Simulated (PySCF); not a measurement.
**How the method moves the HOMO and LUMO of hexafluoroethane**

Hexafluoroethane, C2F6.
Cartesian coordinates in Å at the PBE0-D3(BJ)/def2-SVP level; atoms count from 1:
```xyz
8
C2F6 angstrom
F      1.3897   -0.2970   -1.0133
C      0.7574   -0.0755    0.1279
F      1.2313    1.0306    0.6793
F      0.9693   -1.0942    0.9462
C     -0.7551    0.0779   -0.1342
F     -0.9672    1.0956   -0.9536
F     -1.2292   -1.0289   -0.6839
F     -1.3871    0.3009    1.0070
```

Basis pcSseg-2 throughout (PySCF), one geometry. Isolated species at its PBE0-D3(BJ)/def2-SVP geometry, gas phase.

Question: How do the orbital energies and the gap change with the method?

Answer: 
| method | kind | HOMO (eV) | LUMO (eV) | gap (eV) | SCF cycles |
| --- | --- | --- | --- | --- | --- |
| OPBE | GGA | -9.37 | 0.98 | 10.35 | 13 |
| PBE | GGA | -9.52 | 0.74 | 10.27 | 13 |
| B97-D | GGA | -9.60 | 0.89 | 10.49 | 12 |
| KT3 | GGA | -9.74 | 0.70 | 10.43 | 13 |
| LDA | LDA | -9.79 | 0.35 | 10.14 | 12 |
| B97-2 | global hybrid | -11.12 | 1.94 | 13.06 | 12 |
| B3LYP | global hybrid | -11.23 | 1.61 | 12.84 | 12 |
| LC-wPBE | range-separated hybrid | -14.23 | 4.45 | 18.68 | 12 |
| HF | Hartree–Fock | -16.24 | 5.20 | 21.44 | 9 |

The HOMO spans 6.88 eV, from OPBE down to HF, and the gap runs from 10.14 eV (LDA) to 21.44 eV (HF). Over the methods OPBE (0 %), PBE (0 %), B97-D (0 %), KT3 (0 %), LDA (0 %), B97-2 (21 %), B3LYP (20 %), HF (100 %), a straight line through the gap against the share of exact exchange rises by 1.11 eV for each 10 % (correlation coefficient 0.999). The dipole is below 0.03 D at every level.

The vertical ΔSCF ionisation energy at wB97X-D/def2-SVPD is 14.21 eV; −ε(HOMO) comes closest to it with LC-wPBE (14.23 eV).
